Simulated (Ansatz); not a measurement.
The cluster AgAu₂⁻, relaxed as a quintet with UKS PBE0-D4/def2-TZVPD in Ansatz, starting from the PBE0-D4/def2-TZVPD geometry of the charge -1 singlet. Force threshold 0.02 eV/Å.

In the def2 sets Ag, Au take a core potential; there is no spin–orbit coupling. The highest occupied level of the charge -1 quintet lies above zero (up to 1.15 eV). It is a level of α spin, whose loss leaves a quartet; that state wasn't run at this geometry and level. The electron is either unbound and held by the finite basis, or the level is raised by self-interaction error. The relaxation made no stability test and no search for a lower SCF solution. At PBE0-D4/def2-TZVPD a singlet of charge -1 lies 5.81 eV below the quintet, each at its own geometry. The structure comes from a short search, and lower isomers may exist.

Start:

```csv
atom,x (Å),y (Å),z (Å)
Au1,0.077,0.928,2.453
Au2,-0.086,-0.924,-2.454
Ag3,0.009,-0.004,0.001
```

```tsv
step	energy (eV)	largest force component (eV/Å)	SCF passes
1	-11384.6288	0.741	21
2	-11384.7598	0.219	32
3	-11384.7777	0.082	29
4	-11384.7813	0.004	30
```

Force components are those of the run's own axes.

End:

```xyz
3

Au    0.0837    1.0042    2.6541
Au   -0.0928   -1.0002   -2.6553
Ag    0.0091   -0.0040    0.0012
```

By distances, no bond broke or formed. The bond that changes most is Au1–Ag3, from 2.62 to 2.84 Å (atoms count from 1).

No frequencies were taken in this run, so the end may be a saddle point.

Run time 11 s (4 threads of Arm Neoverse V2 on a shared host).
